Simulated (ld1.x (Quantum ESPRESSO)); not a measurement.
An odd input for ld1.x (Quantum ESPRESSO) 7.5 (bismuth)

Command:

```bash
ld1.x < Bi.in > Bi.out
```

Input:

```
&input
   title='Bi', zed=83., rel=3, dft='PBE', iswitch=3,
   config='[Xe] 4f14 5d10 6s1.5 6p3.5 6d-2',
   nld=3, rlderiv=2.35, eminld=-3.0, emaxld=5.0, deld=0.02
 /
 &inputp
   pseudotype=1, tm=.true., lloc=0,
   nlcc=.true., new_core_ps=.true.,
   file_pseudopw='Bi.pp', file_wfcaegen='ae.wfc', file_wfcncgen='nc.wfc'
 /
3
6P  2  1   3.50   0.00  2.05  2.05  0.0
6D  3  2  -2.00   0.40  2.15  2.15  0.0
6S  1  0   1.50   0.00  1.75  1.75  0.0
 &test
   configts(1)='6s1.5 6p3.5'
 /
```

Output:

```
Program LD1 v.7.5

 %%%%%%%%%%%%%%%%%%%%%%%%%%%%%%%%%%%%%%%%%%%%%%%%%%%%%%%%%%%%%%%%%%%%%%%%%%%%%%
     Error in routine ld1_readin (1):
     wrong rel
 %%%%%%%%%%%%%%%%%%%%%%%%%%%%%%%%%%%%%%%%%%%%%%%%%%%%%%%%%%%%%%%%%%%%%%%%%%%%%%

     stopping ...
```

Question: This input was made by a single change from one that runs to its end. What was changed?

Answer: The change: rel changed from 1 to 3. The program refuses the input: "ld1_readin: wrong rel".
